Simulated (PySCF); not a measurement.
A PySCF script (with the pyscf-properties extension) for the NMR shieldings of `C[S][AlH][NH]CC(C)C`, C5H14AlNS, on a GFN2-xTB geometry:

```python
import basis_set_exchange as bse
import numpy as np
from pyscf import gto, dft
from pyscf.prop import nmr

atoms = """
C     4.439318    0.933265   -0.035820
S     3.313924    0.217942   -1.293691
Al    1.697312   -0.397417    0.068285
N     0.318798   -1.375873   -0.473707
C    -0.983798   -1.299993    0.172634
C    -1.879521   -0.203744   -0.429676
C    -3.288924   -0.284116    0.149347
C    -1.264282    1.165891   -0.165536
H     3.996197    0.858196    0.960102
H     4.610757    1.974485   -0.290027
H     5.375778    0.385471   -0.069429
H     1.864963    0.015969    1.538052
H     0.256545   -1.879526   -1.351684
H    -1.496737   -2.266834    0.113924
H    -0.818168   -1.068294    1.229728
H    -1.929592   -0.362781   -1.512780
H    -3.261659   -0.160812    1.229869
H    -3.917190    0.497974   -0.270562
H    -3.742925   -1.246991   -0.074059
H    -0.220454    1.180977   -0.504453
H    -1.804143    1.948577   -0.693085
H    -1.276607    1.387021    0.900149
"""
names = dict.fromkeys(["C", "S", "Al", "N", "H"], "pcSseg-1")
basis = {el: gto.basis.parse(bse.get_basis(n, elements=[el], fmt="nwchem")) for el, n in names.items()}
mol = gto.M(atom=atoms, basis=basis, charge=0, verbose=0)
mf = dft.RKS(mol, xc="PBE0")
mf.grids.level = 2
mf.grids.alignment = dft.numint.BLKSIZE   # the property module wants whole blocks of grid points
mf.conv_tol = 1e-9
mf.kernel()

calc = nmr.RKS(mf)   # GIAO
C = mf.mo_coeff
Co = C[:, mf.mo_occ > 0]
resp = mf.gen_response(singlet=True, hermi=2)
def vind(x):   # induced exchange potential for any number of trial vectors
    d = np.einsum("pi,xij,qj->xpq", C, 2 * x.reshape(-1, C.shape[1], Co.shape[1]), Co, optimize=True)
    return np.einsum("xpq,pi,qj->xij", resp(d - d.transpose(0, 2, 1)), C, Co, optimize=True).ravel()
mo1, _ = nmr.rhf.solve_mo1(calc, with_cphf=vind)
sigma = calc.kernel(mo1)
for i, s in enumerate(sigma):   # ppm
    print("%2d %-2s %9.2f" % (i, mol.atom_pure_symbol(i), np.trace(s) / 3))
```

Question: What does it print?

Answer: 
```
 0 C     174.13
 1 S     671.88
 2 Al    361.28
 3 N     201.21
 4 C     130.68
 5 C     150.49
 6 C     165.92
 7 C     163.75
 8 H      29.37
 9 H      29.43
10 H      29.40
11 H      27.20
12 H      30.22
13 H      28.50
14 H      29.50
15 H      30.76
16 H      31.24
17 H      30.52
18 H      30.64
19 H      30.04
20 H      30.48
21 H      31.51
```

These numbers come from an equivalent density-fitted implementation of the same equations, which agrees with the script to about 0.01 ppm for H and up to a few tenths of a ppm for heavy atoms, so last digits may differ.

Size and cost of the density-fitted run: 220 basis functions, 50 s wall time on 1 thread of an Arm Neoverse V1, shared host; peak memory 1.1 GiB.
